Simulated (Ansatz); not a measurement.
Consider the ligand exchange at a Ge–C bond: `[CH3][GeH]([Cl])[I]` + H–F → `[F][GeH]([Cl])[I]` + CH₄.

Gas-phase electronic energies from Ansatz, PBE0-D4/def2-TZVP geometries. CCSD(T)/CBS is the MP2 limit (def2-TZVPP, def2-QZVPP) plus CCSD(T) − MP2 in def2-TZVPP, frozen cores. This one scheme is used for every species. DFT in def2-TZVPP. B3LYP here is the variant with VWN-RPA as its local correlation; programs differ in this. def2 core potentials past Kr. For Ge, I outer-core shells are correlated without core-valence functions, which leaves a few kJ/mol of doubt a bond. Scalar relativity is left out up to krypton.

**Question.** Is it downhill or uphill in electronic energy at CCSD(T)/CBS, and by how much? (Estimate.)

**Answer.** Ansatz gave: Downhill: ΔE = -53.2 kJ/mol.

**Question.** What do these levels give: r2SCAN-D4, PBE0-D4, B3LYP-D4, revPBE, r2SCAN, r2SCANh, BHLYP, CAM-B3LYP, RPA@PBE/def2-TZVPP, CCSD(T)/def2-SVP, CCSD/def2-TZVPP, MP2/def2-QZVPP? (Best estimate.)

**Answer.** Ansatz gave: r2SCAN-D4 -71.0, PBE0-D4 -57.7, B3LYP-D4 -68.8, revPBE -69.4, r2SCAN -72.3, r2SCANh -69.5, BHLYP -74.4, CAM-B3LYP -76.0, RPA@PBE/def2-TZVPP -59.3, CCSD(T)/def2-SVP -77.0, CCSD/def2-TZVPP -58.8, MP2/def2-QZVPP -51.4 kJ/mol.

Largest T1 diagnostic among the species: 0.010.

The D4 term adds +7.0 kJ/mol with B3LYP and +4.0 kJ/mol with PBE0; it sums over pairs of atoms, weighted by their polarisabilities, and B3LYP, whose exchange is more repulsive, gets the larger term. At CCSD(T), def2-SVP lies −23.9 kJ/mol from the extrapolated value and def2-TZVPP −4.4 kJ/mol. In def2-TZVPP, CCSD(T) changes the Hartree–Fock value by +21.3 kJ/mol (the triples alone add +1.2 kJ/mol) and MP2 by +25.8 kJ/mol.
